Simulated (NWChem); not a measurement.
## Ionisation of HCl$_{2}$Si

SMILES: [SiH](Cl)Cl
```xyz
4

Cl     0.3389    -0.1685     1.6931
Si    -0.6791     0.4269     0.0000
Cl     0.3389    -0.1685    -1.6931
H     -2.0155    -0.2495     0.0000
```
Charge 0, spin multiplicity 2.

Everything below was run with NWChem. The geometry was optimised at UPBE0/def2-SVP, a minimum by its harmonic frequencies.

Basis set: def2-SVPD. The species with one electron less has spin multiplicity 1 and keeps the geometry of the parent. Δ marks differences of total energies (open shells unrestricted). −ε marks an orbital energy of the parent. That orbital need not have the symmetry of the hole or added electron in the Δ rows. That singlet is a closed-shell solution.

B3LYP has NWChem's definition, with VWN1-RPA local correlation. The structure started from a generated list of species. The unpaired electrons of the parent sit in orbitals of symmetry a' (Cs labels of the run); other states weren't searched. The stability of the SCF solutions was not checked. Open-shell Hartree-Fock references start from PBE0 orbitals.

Task: For the first vertical ionisation energy, −ε(alpha HOMO) of LDA (SVWN5) gives 5.67 eV and −ε(alpha HOMO) of B3LYP gives 6.63 eV. What do −ε(alpha HOMO) of PBE, −ε(alpha HOMO) of HF, ΔB3LYP give?

Result: −ε(alpha HOMO) of PBE: 5.72 eV; −ε(alpha HOMO) of HF: 9.96 eV; ΔB3LYP: 9.06 eV.
